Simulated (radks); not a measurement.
Results of a calculation; reference values are marked as such.
Effect of the nuclear size on the ruthenium ion Ru+, [Kr] 4d7. Code: a radial shooting solver on a logarithmic mesh with Libxc functionals. Model: Dirac Kohn-Sham, LDA (Slater exchange, Perdew-Wang correlation), spin-unpolarised, spherical densities, finite nucleus; open shells fill j = l - 1/2 first; Fermi nuclear charge, rms radius 4.4809 fm. The rms radius is varied about that value; shifts are against it.

rms radius (fm)  total energy shift (eV)  density at nucleus (e/bohr^3)  1s1/2 shift (meV)  2s1/2 shift (meV)  4s1/2 shift (meV)  5s1/2 (empty) shift (meV)
3.7595                            -0.575                      1.119e+05               -243              -26.5             -0.870                     -0.092
4.1762                            -0.254                      1.105e+05               -107              -11.7             -0.384                     -0.041
4.4809                                 0                      1.096e+05              0.000              0.000              0.000                      0.000
4.808                              0.290                      1.087e+05                122               13.3              0.438                      0.046
5.3592                             0.819                      1.073e+05                346               37.7               1.24                      0.131

Slopes of the eigenvalues against <r^2> in GHz/fm^2, as finite differences over the two radii next to the reference (eigenvalue slopes, not the field-shift constants of lines): 1s1/2 9780, 2s1/2 1070, 4s1/2 35.0, 5s1/2 (empty) 3.70.
